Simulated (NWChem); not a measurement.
Molecule: SnSiNH5, singlet; SMILES [NH2][Sn][SiH3]

```xyz
8

Sn    -0.3392     0.5903     0.0000
N      1.7007     0.8312     0.0000
H      2.1616     1.7466     0.0000
H      2.3888     0.0712     0.0000
Si     0.0158    -2.0846     0.0000
H     -0.6002    -2.7556     1.2078
H      1.4858    -2.4537     0.0000
H     -0.6002    -2.7556    -1.2078
```
Atoms are numbered in this order, from 1.

Results from NWChem. Low-valent species are run as closed-shell singlets; no triplet was tried in these runs. All runs use the structure optimised with PBE-D3(BJ)/def2-SVP. def2 effective core potentials on Sn; no spin-orbit coupling. Hybrids' shares of exact exchange are those that their runs print; pure functionals count as 0. The functionals differ in more than this share.

```
row             share of exact exchange  highest occupied level (eV)
--------------  -----------------------  ---------------------------
PBE/def2-SVP                       0.00                        -5.20
OLYP/def2-SVP                      0.00                        -5.00
B3LYP/def2-SVP                     0.20                        -5.93
PBE0/def2-SVP                      0.25                        -6.14
MPW1K/def2-SVP                     0.43                     withheld
```

### Question
Fit a straight line of the last column on the one before it, predict the withheld value, and compare with the run.

### Answer

1. Means of the 4 shown rows: x = 0.113, y = -5.567. Slope Σ(x − x̄)(y − ȳ)/Σ(x − x̄)² = -0.2156/0.05188 = -4.157; intercept -5.100.
2. The shown rows scatter about the line by 0.071 (root mean square); the largest residual is -0.10, at PBE/def2-SVP.
3. At x = 0.43 (MPW1K/def2-SVP; beyond the shown range) the line gives -6.89.
4. The run gives -6.84, +0.05 from the line, 0.7 times the scatter.
